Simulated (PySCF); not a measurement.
**Telling isomers of C4H6F4O apart by NMR**

- PBE0/pcSseg-1 with gauge-including orbitals
- GFN2-xTB structure
- program: PySCF 2.14
- gas phase, one averaged value for each set of equivalent atoms, relativity neglected, one computed conformer

References, each an isolated molecule treated in the same way: ¹H and ¹³C vs TMS. Splittings of carbon signals by F and P are missing where no couplings were computed. Where no couplings were computed, multiplicities follow the n + 1 count of equivalent neighbours, and m marks all less simple cases (inequivalent or close neighbours, rings, F or P nearby). Shifts are as computed. Against solution values, carbons near 30 ppm lie about +3 ppm off and those near 130 ppm about +5 ppm. Of 1211 compounds with measured shifts, 218 miss one by over three times the rms of a fit or turn the order of signals round; such compounds aren't used in these exercises.

(1) Tabulate the signals of `C[C@@H](F)O[C@@H](F)C(F)F`, `C[C@@H](F)[C@H](F)OC(F)F` and their relative energies.

(2) What is the quickest way to tell C[C@@H](F)O[C@@H](F)C(F)F from C[C@@H](F)[C@H](F)OC(F)F?

Results:

(1) 
| SMILES | carbon types | δC | δH | E rel. (kcal/mol) |
| --- | --- | --- | --- | --- |
| C[C@@H](F)O[C@@H](F)C(F)F | 3×CH 1×CH3 | 118.3, 116.8, 113.5, 23.7 | 5.90 (m, 1H), 5.79 (m, 1H), 5.43 (m, 1H), 1.62 (m, 3H) | 3.5 |
| C[C@@H](F)[C@H](F)OC(F)F | 3×CH 1×CH3 | 122.3, 113.7, 94.4, 18.4 | 6.84 (m, 1H), 5.84 (m, 1H), 4.99 (m, 1H), 1.47 (m, 3H) | 0.0 |

Energies are electronic energies at PBE0/pcSseg-1 on these geometries, without zero-point or thermal terms, each for the one conformer computed, which needn't be the lowest.

(2) Both give the same number of carbon signals, with the same numbers of each carbon type, so the positions decide. The first has a methyl carbon (CH3) at 23.7 ppm, the second an sp3 CH bonded to F at 94.4 ppm. Their most deshielded carbons lie at 118.3 and 122.3 ppm. In the proton spectra the most deshielded non-exchanging signals are 5.90 (m, 1H) and 6.84 (m, 1H).
